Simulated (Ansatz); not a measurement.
`FB(Cl)B1O[SiH]1F` + CH₃SH → `CSB(F)Cl` + `F[SiH]1BO1`  (cleavage of the B–B bond)

Calculated with Ansatz (gas phase, PBE0-D4/def2-TZVP geometries, no zero-point term in ΔE). CCSD(T)/CBS adds triple-zeta CCSD(T) − MP2 to the extrapolated MP2 energy (def2 sets, frozen cores). This one scheme is used for every species. DFT in def2-TZVPP. Each species was taken in one conformer, which may not be the lowest.

CCSD(T)/CBS gives -83.9 kJ/mol.

Q: Another level gave -79.0 kJ/mol. Which?
A. LDA (SPW92)/def2-TZVPP
B. revPBE/def2-TZVPP
C. MP2/def2-TZVPP
D. HF/def2-TZVPP

A: D. HF/def2-TZVPP -79.0, LDA (SPW92) -84.2, MP2/def2-TZVPP -90.6, revPBE -74.8 kJ/mol.

Q: What do rigid-rotor, harmonic-oscillator terms from PBE0-D4/def2-TZVP frequencies (298.15 K, 1 bar) make of the CCSD(T)/CBS value? (An estimate is asked.)

A: The calculation gave: ΔZPE = +2.9 kJ/mol, ΔH = -82.6 kJ/mol, ΔS = -7 J/(mol·K), ΔG = -80.4 kJ/mol. Modes under 50 cm⁻¹ make the entropy rough.

Largest T1 diagnostic among the species: 0.015.

From BLYP to BHLYP (50 % exact exchange), in def2-TZVPP and without D4, ΔE moves by −6.3 kJ/mol. Leaving LDA and LC-ωPBE aside and taking each functional with its dispersion term where it has one, the values, not all of them listed here, spread over 8.2 kJ/mol, from r2SCAN0-D4 to BLYP-D4. LDA lies −6.3 kJ/mol from PBE without D4.

CCSD(T)/CBS has its own doubt, a few kJ/mol and more with outer-core shells, so smaller differences from it don't rank the levels.
